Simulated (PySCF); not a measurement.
Species: C10H14.
Geometry (GFN2-xTB, Å), atoms numbered from 1 in this order:
```
atom  x, y, z in Å
C1     2.1920   -0.3906    2.5793
C2     1.4021   -0.4021    1.6803
C3     0.4679   -0.4160    0.5678
C4     0.9249   -1.4610   -0.4643
C5    -0.1948   -1.9811   -1.3154
C6    -1.2755   -1.3230   -1.7049
C7    -1.5969    0.1204   -1.4508
C8    -0.3558    1.0119   -1.3777
C9     0.3554    1.0026   -0.0196
C10   -0.3488    1.9200    0.9789
H11    2.8736   -0.3831    3.3768
H12   -0.5102   -0.7238    0.9558
H13    1.7156   -1.0358   -1.0908
H14    1.3672   -2.3061    0.0709
H15   -0.0889   -3.0169   -1.6127
H16   -2.0165   -1.8539   -2.2893
H17   -2.2322    0.4708   -2.2685
H18   -2.1873    0.2174   -0.5347
H19    0.3353    0.6955   -2.1611
H20   -0.6435    2.0425   -1.5993
H21    1.3728    1.3847   -0.1699
H22    0.1499    1.8752    1.9446
H23   -0.3318    2.9502    0.6301
H24   -1.3863    1.6220    1.1157
```

Definitions: NICS(0) = −σiso at the ring centroid; NICS(1) = −σiso and NICS(1)zz = −σzz at ±1 Å along the ring normal z. Level: GIAO PBE0/pcSseg-1 (PySCF, non-relativistic, gas phase) on the GFN2-xTB geometry, one conformer.

Ring bond lengths (Å), with Mayer bond orders in brackets: C3–C4 1.538 (0.99), C4–C5 1.500 (1.05), C5–C6 1.324 (1.95), C6–C7 1.500 (1.04), C7–C8 1.530 (1.03), C8–C9 1.533 (1.03), C9–C3 1.539 (0.96).

Q: Give the NICS values of each ring in ppm.

A: 
```json
{"ring": "C3–C4–C5–C6–C7–C8–C9", "type": "7-membered carbocycle; formal bonds 1 double, 6 single", "NICS(0)": "-1.4", "NICS(1), two faces": "-2.9 / -2.0", "NICS(1)zz, two faces": "4.0 / 3.7", "rms pucker (Å)": "0.36", "centre to ring atoms, mean (Å)": "1.61"}
```

Q: What can be read from them?

A: 
- C3–C4–C5–C6–C7–C8–C9: mean NICS(1)zz 3.9 ppm, deshielded. C3, C4, C7, C8, C9 have four or more neighbours, so the value isn't read as a sign of a π ring current.

Q: What field does 1 T along the ring normal induce along that normal at the first NICS(1) probe listed for ring C3–C4–C5–C6–C7–C8–C9, 1 Å off the ring?

A: NICSzz × B0 = 4.0 ppm × 1 T = 4 μT, along the applied field.

Q: List the ring angles and the Hirshfeld charges of the ring atoms.

A: 
- C3–C4–C5–C6–C7–C8–C9: C3 113.1° (-0.009 e), C4 113.2° (-0.064 e), C5 127.2° (-0.051 e), C6 127.1° (-0.051 e), C7 113.3° (-0.069 e), C8 114.5° (-0.067 e), C9 112.2° (-0.015 e); sum 820.5° against 900° for a flat convex ring.

Q: How shielded are the nuclei of the rings and their hydrogens (means over atoms taken as equivalent)?

A: 
```
atoms         environment  σ isotropic (ppm)  principal values of the symmetric part, first atom (ppm)
   C3  propargylic carbon              149.0                                       133.9, 152.6, 160.4
   C4      allylic carbon              148.3                                       134.3, 141.5, 169.1
   C5    alkene CH carbon               48.9                                        -60.9, 55.8, 151.8
   C6    alkene CH carbon               47.0                                        -63.0, 52.5, 151.5
   C7      allylic carbon              161.1                                       152.6, 154.6, 175.9
   C8     ring CH2 carbon              151.8                                       136.7, 155.8, 162.9
   C9       sp3 CH carbon              144.5                                       128.6, 146.8, 158.0
  H12    methine hydrogen              29.42                                          26.6, 30.1, 31.6
  H13  methylene hydrogen              29.04                                          27.0, 27.2, 33.0
  H14  methylene hydrogen              29.22                                          23.3, 29.6, 34.8
  H15    vinylic hydrogen              25.69                                          22.9, 26.6, 27.6
  H16    vinylic hydrogen              25.70                                          23.0, 26.6, 27.5
  H17  methylene hydrogen              29.72                                          23.9, 28.3, 37.0
  H18  methylene hydrogen              29.37                                          25.5, 29.2, 33.3
```

The list is cut; further classes of hydrogen are left out.
